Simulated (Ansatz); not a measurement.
Reactions of `ClCCI`.

Computed with Ansatz on PBE0-D4/def2-TZVP structures; ΔE is electronic, products minus reactants. CCSD(T)/CBS is the MP2 limit (def2-TZVPP, def2-QZVPP) plus CCSD(T) − MP2 in def2-TZVPP, frozen cores. This one scheme is used for every species. Elements past krypton have def2 core potentials. For I, Te outer-core shells are correlated without core-valence functions, which leaves a few kJ/mol of doubt a bond. Each species was taken in one conformer, which may not be the lowest.

Task: Order these by ΔE at CCSD(T)/CBS, lowest first. (Estimate.)
A. `ClCCI` + H₂ → `CCI` + HCl
B. `ClCCI` + HI → `ClCI` + `CI`
C. `ClCCI` + H–F → `FCCCl` + HI
D. `ClCCI` + `CC` → `CCCCl` + `CI`
E. `ClCCI` + H₂ → `CI` + `CCl`
F. `ClCCI` + H₂Te → `[TeH]CI` + `CCl`
G. `ClCCI` + `OCF` → `FCOCCCl` + HI

Result: A (-0.81 eV), E (-0.49 eV), D (+0.01 eV), F (+0.12 eV), B (+0.27 eV), G (+0.41 eV), C (+0.55 eV).

Largest T1 diagnostic: 0.011, for `OCF`.
